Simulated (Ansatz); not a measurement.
Br$_{2}$Cl$_{2}$Ti, SMILES `[Cl][Ti]([Cl])([Br])[Br]`, relaxed with RKS PBE0-D4/def2-TZVP in Ansatz 0.2.0 from a GFN2-xTB geometry. The force threshold is 0.005 eV/Å; the program also tests the step.

The species carries charge 0 and has multiplicity 1.

Start:

```xyz
5

Cl   -0.990   -1.913    0.224
Ti   -0.099   -0.014    0.024
Cl   -1.459    1.559    0.362
Br    1.708    0.172    1.497
Br    0.840    0.196   -2.107
```

Q: By how much does the energy fall, and how many steps does the optimiser take? (Estimate.)

A: The calculation gave: 1.71 kcal/mol, in 4 steps.

Q: Which bonds change most? (Estimate.)

A: The calculation gave: Ti2–Cl3 from 2.107 to 2.161 Å; Cl1–Ti2 from 2.108 to 2.161 Å; Ti2–Br4 from 2.339 to 2.316 Å; Ti2–Br5 from 2.338 to 2.316 Å.

Q: Give the relaxed structure. (Estimate.)

A: The calculation gave: 
```xyz
5

Cl   -0.999   -1.928    0.227
Ti   -0.037   -0.005    0.009
Cl   -1.472    1.570    0.365
Br    1.695    0.169    1.536
Br    0.812    0.194   -2.137
```
